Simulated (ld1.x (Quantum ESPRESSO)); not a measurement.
Which change was made? (I, TM semilocal)

iodine, norm-conserving Troullier–Martins (semilocal form), made with ld1.x (Quantum ESPRESSO) 7.5 (LDA (PZ), scalar-relativistic). Core [Ar] 3d10, reference 4s2 4p6 4d10 5s2 5p3 (charge +2). Waves: 4p (bound): rc 0.90 bohr; 4d (bound): rc 1.50 bohr; 4s (bound): rc 0.95 bohr. Local part: the s channel. Core correction: none.

Occupied shells without a wave of their own: 5p, 5s. They enter only through the test configuration that unscreens the potential.

Cutoffs, loose and tight: the cutoffs (Ry, on a coarse ladder) from which the occupation-weighted sum of valence levels, in a spherical-Bessel basis at the reference potential, stays within 10 and 1 mRy of its value at 400 Ry. They do not see the model core or the augmentation charge, which bear on the density cutoff. Test errors are all-electron minus pseudo excitation energies from the reference, over the configurations 4s2 4p6 4d10 5s2 5p5; 4s2 4p6 4d10 5s2 5p4; 4s2 4p6 4d10 5s2 5p2; 4s1 4p6 4d10 5s2 5p5; 4s2 4p6 4d10 5s2 5p1; 4s2 4p6 4d10 5s2 5p4.5; 4s2 4p6 4d10 5s2 5p5.3 (two spin-polarised tests are not counted in the largest error); variants that change the core or the reference have their own tests.

The base gives: outcome: generated, misses its reference levels by 1.41 eV; cutoff, loose: 230 Ry; cutoff, tight: over 300 Ry; bound ghosts: none; largest test error (meV): -576.

On the changes marked as counting shells twice: ld1.x takes every shell without a wave as core, so the model core holds the marked electrons as well and exchange and correlation see them twice. This cancels in the reference configuration, but the file is broken for other ones, and its errors say nothing about a proper core correction.

Task: After one change the result is: outcome: generated, misses its reference levels by 0.46 eV; cutoff, loose: 260 Ry; cutoff, tight: over 300 Ry; bound ghosts: none; largest test error (meV): -575. Which change was it?
A. wave 4s (bound): rc 0.95 bohr becomes 4s (bound): rc 0.72 bohr
B. core correction a·sin(br)/r model core inside 0.92 bohr (5p, 5s counted twice)
C. core [Kr], valence charge 17; reference 4d10 5s1.75 5p5.25; waves now 5p (bound): rc 1.95 bohr; 4d (bound): rc 1.05 bohr; 5s (bound): rc 1.65 bohr; core correction a·sin(br)/r model core, default radius (core density twice the valence density)
D. wave 4p (bound): rc 0.90 bohr becomes 4p (bound): rc 1.38 bohr
E. form changed from semilocal to separable (Kleinman–Bylander), still TM; local potential all-electron potential smoothed inside 1.15 bohr (lloc = -1)

Result: A. The others give: core correction a·sin(br)/r model core inside 0.92 bohr (5p, 5s counted twice) → outcome: generated, misses its reference levels by 1.41 eV; cutoff, loose: 230 Ry; cutoff, tight: over 300 Ry; bound ghosts: none; largest test error (meV): -1118 | core [Kr], valence charge 17; reference 4d10 5s1.75 5p5.25; waves now 5p (bound): rc 1.95 bohr; 4d (bound): rc 1.05 bohr; 5s (bound): rc 1.65 bohr; core correction a·sin(br)/r model core, default radius (core density twice the valence density) → outcome: generated; cutoff, loose: 120 Ry; cutoff, tight: 200 Ry; bound ghosts: none; largest test error (meV): -288 | form changed from semilocal to separable (Kleinman–Bylander), still TM; local potential all-electron potential smoothed inside 1.15 bohr (lloc = -1) → outcome: generated, misses its reference levels by 0.24 eV; cutoff, loose: 260 Ry; cutoff, tight: over 300 Ry; bound ghosts: none; largest test error (meV): -589 | wave 4p (bound): rc 0.90 bohr becomes 4p (bound): rc 1.38 bohr → outcome: generated, misses its reference levels by 1.48 eV; cutoff, loose: 180 Ry; cutoff, tight: 300 Ry; bound ghosts: none; largest test error (meV): -3988. In the semilocal form every listed channel keeps its own potential, so the choice of the local channel does not act on these tests. It acts once the file is put into the separable form.
